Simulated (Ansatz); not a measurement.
K16⁻, relaxed as a doublet with UKS r2SCAN/def2-SVP in Ansatz, starting from the GFN1-xTB geometry. Force threshold 0.03 eV/Å.

The charge -1 doublet is spin-contaminated (final ⟨S²⟩ up to 2.40, 0.75 for a pure state). The structure comes from a short search, and lower isomers may exist.

Start:

```xyz
16

K     3.2197   -2.2230    2.9363
K    -2.0733    3.2745    2.0634
K     2.0734   -4.3796   -0.3787
K    -4.6114    2.3250   -0.8717
K     4.7142   -1.3398   -1.0731
K    -1.4683   -4.0810   -2.1832
K    -4.0793   -1.6174   -0.3546
K     2.6710    2.0676   -2.7664
K     1.4052    4.8190    1.0054
K    -0.9750    3.8265   -2.2612
K     1.6447   -1.8315   -3.8853
K     0.5127    0.8158    4.2281
K    -3.7085   -0.1465    3.4439
K    -2.0509    0.0985   -3.8461
K    -1.0058   -3.2709    2.4313
K     3.7317    1.6628    1.5118
```

**Question.** Estimate the energy that the relaxation releases and the steps that it takes.

**Answer.** 1.20 eV, in 21 steps; 5.1 min on 2 threads of AMD EPYC 7R13 on a shared host and a share (18 GiB) of an NVIDIA H100 80GB HBM3. The force fell under the threshold at step 18, but the optimiser went on and released 0.009 eV more. No frequencies were taken in this run, so the end may be a saddle point.

**Question.** Does the start keep its bonding and symmetry?

**Answer.** Bonds lost: K7–K15 (atoms count from 1). Bonds formed: K2–K15, K2–K16, K8–K14, K8–K15, K14–K15 (atoms count from 1). Metal–metal contacts that move far: K9–K16 3.95 to 4.73 Å, K2–K4 3.99 to 4.68 Å, K1–K3 4.12 to 4.79 Å, K8–K10 4.08 to 4.71 Å, K9–K10 4.16 to 4.74 Å, K11–K14 4.17 to 4.73 Å.

**Question.** Predict the relaxed structure.

**Answer.** 
```csv
atom,x (Å),y (Å),z (Å)
K1,3.502,-2.651,3.394
K2,-1.017,2.978,1.597
K3,2.490,-5.307,-0.460
K4,-5.175,2.350,-0.446
K5,4.860,-1.353,-0.720
K6,-1.755,-4.637,-2.227
K7,-5.237,-2.300,-0.659
K8,2.022,1.958,-2.140
K9,2.151,5.909,0.131
K10,-1.704,4.824,-2.403
K11,1.750,-2.319,-3.905
K12,0.395,0.237,5.017
K13,-3.757,-0.297,3.058
K14,-2.182,0.157,-3.036
K15,0.064,-1.461,0.591
K16,3.593,1.911,2.209
```
Bond lengths (bridged metal pairs left out): 43 × K–K 4.46 to 4.79 Å.
